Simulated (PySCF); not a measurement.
An unknown shows these calculated signals:

1H NMR (400 MHz, computed): δ 8.08 (d, 1H), 7.68 (d, 1H), 7.35 (m, 1H), 7.13 (m, 1H), 6.89 (m, 1H), 6.78 (m, 1H), 6.78 (m, 1H).

13C{1H} NMR (computed): δ 137.4 (C), 128.0 (CH), 125.8 (CH), 121.2 (CH), 121.1 (CH), 116.8 (CH), 113.4 (CH), 105.1 (CH).

All values are calculated (PySCF 2.14): shieldings: GIAO PBE0/pcSseg-1, GFN2-xTB geometry. Single conformer, in vacuum, non-relativistic.

Chemical shifts δ = σref − σ; 1H (σ = 31.72 ppm), 13C (σ = 186.93 ppm) against TMS, all at this level.

Which of these does the molecule contain: a heteroaromatic ring, a Si–H bond, a ketone, a nitrile?

Results:


- A heteroaromatic ring: yes.
- A Si–H bond: no.
- A ketone: no.
- A nitrile: no.

The data belong to SMILES c1ccn2cccc2c1, C$_{8}$H$_{7}$N; they needn't prove each group on their own.

Carbon signals by region: 8 in the sp2 and nitrile region (100–160 ppm).

Shifts are as computed. Against solution values, carbons near 30 ppm lie about +3 ppm off and those near 130 ppm about +5 ppm. Of 1211 compounds with measured shifts, 218 miss one by over three times the rms of a fit or turn the order of signals round; such compounds aren't used in these exercises. No couplings were computed; multiplicities are counted from neighbouring protons, with m where these are inequivalent, close in shift, in a saturated or five-membered ring or joined by F or P, and br s for small geminal =CH2 splittings.
